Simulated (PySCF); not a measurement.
C₂H₇FSn, SMILES [SnH]([CH3])([CH3])[F]. Heavy atoms are numbered as in [SnH:1]([CH3:2])([CH3:3])[F:4]. Hydrogens are named by the atom that carries them.

The structure is a stationary point at B3LYP-D3(BJ)/def2-SVP. The def2 effective core potentials stand for the cores of Sn; spin–orbit coupling is left out.

Method: PBE/def2-TZVP (PySCF).

Atomic charges (e), one atom of each kind:

```
atom       Mulliken  Löwdin
---------  --------  ------
Sn1 (SnH)      0.95    0.62
C2 (CH3)      -0.63   -0.52
F4            -0.48   -0.27
H on Sn1      -0.08   -0.06
H on C2        0.14    0.13
```
